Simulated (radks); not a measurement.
Results of a calculation; reference values are marked as such.
Task: Isoelectronic series with 20 electrons, all held in the configuration [Ar] 4s2, which need not be the ground one along the series. Code: a radial shooting solver on a logarithmic mesh with Libxc functionals. Model: Dirac Kohn-Sham, BLYP, spin-unpolarised, spherical densities, finite nucleus; Fermi nuclear charge, rms radius of each element as measured or else 0.836 A^(1/3) + 0.57 fm. Total energies (hartree) and orbital eigenvalues (eV):

ion,E (hartree),4s1/2,3p3/2
Ca,-680.56749,-3.6143,-27.6225
V3+,-946.45698,-32.9216,-91.8502
Fe6+,-1259.08019,-79.9881,-186.0352
Cu9+,-1618.73007,-143.5110,-308.5430
Ge12+,-2025.84829,-223.2004,-458.9449
Br15+,-2480.97581,-319.0141,-637.0951
Nb21+,-3537.85751,-559.3391,-1076.579
Ru24+,-4141.13123,-704.1532,-1338.010
Ag27+,-4795.46946,-865.6736,-1627.352
Sn30+,-5501.87544,-1044.150,-1944.723
I33+,-6261.47222,-1239.868,-2290.259
Ba36+,-7075.5064,-1453.152,-2664.113
Pr39+,-7945.3667,-1684.366,-3066.455
Sm42+,-8872.5549,-1933.911,-3497.472
Tb45+,-9858.8586,-2202.250,-3957.362
Er48+,-10906.0520,-2489.872,-4446.344
Lu51+,-12016.3337,-2797.350,-4964.646
W54+,-13192.1329,-3125.321,-5512.514
Ir57+,-14436.0043,-3474.471,-6090.208
Hg60+,-15750.9104,-3845.582,-6698.005
Bi63+,-17140.2208,-4239.536,-7336.194

Estimate the row of Sr18+.

Result: E (hartree) -2984.74069; 4s1/2 -431.0175; 3p3/2 -842.9630.
